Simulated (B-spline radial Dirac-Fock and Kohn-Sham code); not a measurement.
Dipole and non-dipole photoemission parameters of Hf⁴⁺ 5s

System: the Hf⁴⁺ ion in the configuration [Xe] 4f14; threshold 115.7 eV (orbital energy of the model). Calculated with a B-spline atomic structure program, using Dirac-Hartree-Slater photoionisation with a Latter tail; cross sections with all multipoles, angular parameters from the dipole term and its interference with E2.

For linearly polarised light dσ/dΩ = σ/(4π) [1 + β P₂(cos θ) + (δ + γ cos²θ) sin θ cos φ], with θ from the polarisation vector and φ the angle between the beam and the projection of the electron momentum on the plane normal to the polarisation.

```csv
hν (eV),σ (kb),β,γ
124,78.6,1.368,-0.089
147,77.5,1.549,0.040
189,69.0,1.697,0.174
199,66.5,1.718,0.198
200,66.2,1.719,0.201
201,66.0,1.721,0.203
247,54.5,1.780,0.280
249,54.0,1.782,0.283
403,31.2,1.854,0.384
421,29.6,1.858,0.392
540,21.2,1.879,0.424
600,?,?,?
1486.9,4.79,1.929,0.337
1770,3.62,1.934,0.287
1990,2.98,1.938,0.248
2410,2.16,1.942,0.177
2984.4,1.50,1.946,0.092
3810,0.970,1.950,-0.005
4890,0.616,1.954,-0.090
4930,0.606,1.954,-0.093
6000,0.419,1.956,-0.137
7910,0.246,1.959,-0.148
8040,0.239,1.959,-0.147
8047.8,0.238,1.959,-0.147
9270,0.181,1.960,-0.121
15000,0.0682,1.961,0.160
```

Question: Give the values at 600 eV.

Answer: σ = 18.3 kb, β = 1.886, γ = 0.431. For an s subshell δ is negligible.
